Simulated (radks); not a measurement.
All-electron atom: Cu19+ in [Ne]. Method: scalar-relativistic Kohn-Sham, PBE, spin-unpolarised, spherical densities, point nucleus; computed with a radial shooting solver on a logarithmic mesh with Libxc functionals. Some entries of the table are withheld. Estimate them.

| orbital | occ. | eigenvalue (hartree) | r(max) (bohr) |
|---|---|---|---|
| 1s | 2 | (1) | (2) |
| 2s | 2 | -65.47632 | 0.1950 |
| 2p | 6 | (3) | 0.1565 |
| 3s | 0 | -25.31492 | 0.5401 |
| 3p | 0 | -23.76397 | (4) |

Answer. 
(1) 1s eigenvalue (hartree): -353.2418
(2) 1s r(max) (bohr): 0.03410
(3) 2p eigenvalue (hartree): -60.39259
(4) 3p r(max) (bohr): 0.5237
